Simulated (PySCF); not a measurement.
Isomers of C4H10F2SSi, mass 156.024 u with the commonest isotopes. The calculation used PBE0/pcSseg-1 in PySCF (dipole) on a GFN2-xTB geometry, gas phase. One conformer each, none proved a minimum here; rigid rotors.

Problem. Order these by out-of-plane moment Σ m c² = (Ia + Ib − Ic)/2, largest first.
A. `[CH3:1][SiH:2]([CH3:3])[S:4][CH2:5][CH:6]([F:7])[F:8]` with C1–Si2–S4–C5 44°, Si2–S4–C5–C6 73°, S4–C5–C6–F7 -79°
B. `[CH3:1][C@H:2]([S:3][CH2:4][SiH3:5])[CH:6]([F:7])[F:8]` with C1–C2–S3–C4 -65°, C2–S3–C4–Si5 169°, C1–C2–C6–F7 45°
C. `[CH3:1][CH2:2][C@@H:3]([F:4])[Si@H:5]([F:6])[S:7][CH3:8]` with C1–C2–C3–F4 66°, C2–C3–Si5–F6 155°, C3–Si5–S7–C8 162°
D. `[CH3:1][S:2][C@@H:3]([F:4])[SiH2:5][CH2:6][CH2:7][F:8]` with C1–S2–C3–F4 70°, S2–C3–Si5–C6 -51°, C3–Si5–C6–C7 -46°, Si5–C6–C7–F8 -174°
E. `[CH3:1][C@@H:2]([SH:3])[CH2:4][C@H:5]([F:6])[SiH2:7][F:8]` with C1–C2–S3–H 58°, C1–C2–C4–C5 172°, C2–C4–C5–F6 -68°, C4–C5–Si7–F8 -57°

Solution. E (96.34 u·Å²), D (90.07 u·Å²), B (64.45 u·Å²), A (55.28 u·Å²), C (27.27 u·Å²).

Problem. Order these by rotational constant B, largest first.
A. `[CH3:1][C@@H:2]([SH:3])[CH2:4][C@H:5]([F:6])[SiH2:7][F:8]` with C1–C2–S3–H 58°, C1–C2–C4–C5 172°, C2–C4–C5–F6 -68°, C4–C5–Si7–F8 -57°
B. `[CH3:1][C@H:2]([S:3][CH2:4][SiH3:5])[CH:6]([F:7])[F:8]` with C1–C2–S3–C4 -65°, C2–S3–C4–Si5 169°, C1–C2–C6–F7 45°
C. `[CH3:1][CH2:2][C@@H:3]([F:4])[Si@H:5]([F:6])[S:7][CH3:8]` with C1–C2–C3–F4 66°, C2–C3–Si5–F6 155°, C3–Si5–S7–C8 162°
D. `[CH3:1][SiH:2]([CH3:3])[S:4][CH2:5][CH:6]([F:7])[F:8]` with C1–Si2–S4–C5 44°, Si2–S4–C5–C6 73°, S4–C5–C6–F7 -79°

Solution. C (801.8 MHz), D (772.0 MHz), A (687.9 MHz), B (662.2 MHz).

Problem. Order these by rotational constant A, smallest first.
A. `[CH3:1][S:2][C@@H:3]([F:4])[SiH2:5][CH2:6][CH2:7][F:8]` with C1–S2–C3–F4 70°, S2–C3–Si5–C6 -51°, C3–Si5–C6–C7 -46°, Si5–C6–C7–F8 -174°
B. `[CH3:1][C@H:2]([S:3][CH2:4][SiH3:5])[CH:6]([F:7])[F:8]` with C1–C2–S3–C4 -65°, C2–S3–C4–Si5 169°, C1–C2–C6–F7 45°
C. `[CH3:1][C@@H:2]([SH:3])[CH2:4][C@H:5]([F:6])[SiH2:7][F:8]` with C1–C2–S3–H 58°, C1–C2–C4–C5 172°, C2–C4–C5–F6 -68°, C4–C5–Si7–F8 -57°
D. `[CH3:1][SiH:2]([CH3:3])[S:4][CH2:5][CH:6]([F:7])[F:8]` with C1–Si2–S4–C5 44°, Si2–S4–C5–C6 73°, S4–C5–C6–F7 -79°
E. `[CH3:1][CH2:2][C@@H:3]([F:4])[Si@H:5]([F:6])[S:7][CH3:8]` with C1–C2–C3–F4 66°, C2–C3–Si5–F6 155°, C3–Si5–S7–C8 162°

Solution. A (1884 MHz), C (2054 MHz), E (2261 MHz), D (2491 MHz), B (2783 MHz).

| SMILES | point group | Ia (u·Å²) | Ib (u·Å²) | Ic (u·Å²) | κ | μa (D) | μb (D) | μc (D) |
| --- | --- | --- | --- | --- | --- | --- | --- | --- |
| C[C@H](SC[SiH3])C(F)F | C1 | 181.59 | 763.19 | 815.89 | -0.96 | 0.72 | 0.18 | 0.42 |
| C[SiH](C)SCC(F)F | C1 | 202.89 | 654.67 | 747.00 | -0.89 | 1.47 | 0.30 | 0.58 |
| CC[C@@H](F)[Si@H](F)SC | C1 | 223.51 | 630.30 | 799.27 | -0.79 | 0.96 | 1.32 | 0.17 |
| CS[C@@H](F)[SiH2]CCF | C1 | 268.29 | 652.30 | 740.46 | -0.85 | 2.56 | 1.84 | 0.28 |
| C[C@@H](S)C[C@H](F)[SiH2]F | C1 | 246.08 | 734.62 | 788.02 | -0.93 | 0.11 | 0.26 | 1.67 |
